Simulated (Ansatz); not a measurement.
Reaction (formal exchange of groups at a B–Cl bond): `CNBCl` + CH₃NH₂ → `CNBCN` + HCl

Calculated with Ansatz (gas phase, PBE0-D4/def2-TZVP geometries, no zero-point term in ΔE). CCSD(T)/CBS adds triple-zeta CCSD(T) − MP2 to the extrapolated MP2 energy (def2 sets, frozen cores). This one scheme is used for every species. Functionals use def2-TZVPP. Each species was taken in one conformer, which may not be the lowest.

`CNBCl`:

```xyz
9

C     0.510   -0.984    0.451
N     0.077    0.034   -0.478
B    -0.671    1.152   -0.165
Cl   -1.110    2.297   -1.443
H     0.111   -1.966    0.182
H     1.601   -1.055    0.487
H     0.152   -0.733    1.449
H     0.363   -0.111   -1.434
H    -1.032    1.367    0.951
```

CH₃NH₂:

```xyz
7

C     0.393    0.406   -0.060
N    -0.518   -0.716   -0.208
H     0.331    0.939    0.900
H     0.207    1.131   -0.856
H     1.421    0.057   -0.181
H    -1.478   -0.412   -0.109
H    -0.355   -1.405    0.515
```

`CNBCN`:

```xyz
14

C    -0.292    1.331    2.035
N    -0.546    0.658    0.785
B     0.292   -0.239    0.135
C    -0.167   -0.961   -1.190
N     0.945   -1.285   -2.078
H     0.701    1.055    2.391
H    -0.324    2.420    1.921
H    -1.020    1.050    2.803
H    -1.445    0.873    0.379
H     1.365   -0.463    0.626
H    -0.623   -1.909   -0.868
H    -0.981   -0.397   -1.680
H     1.476   -0.455   -2.308
H     0.617   -1.678   -2.951
```

HCl:

Z-matrix (Å, degrees):
```
Cl
H 1 1.279
```

| level | ΔE (kcal/mol) |
| --- | --- |
| PBE0-D4 | 24.0 |
| PBE | 24.2 |
| MP2/def2-TZVPP | 24.7 |
| CCSD/CBS(def2) | 23.7 |

(1) What does CCSD(T)/CBS give? (Best estimate.)

Largest T1 diagnostic among the species: 0.011.

Answers

(1) The calculation gave: +23.7 kcal/mol. The listed levels differ from it by 0.3, 0.5, 1.0, 0.0 kcal/mol.

In def2-TZVPP, CCSD(T) changes the Hartree–Fock value by −2.9 kcal/mol (the triples alone add −0.0 kcal/mol) and MP2 by −1.7 kcal/mol.
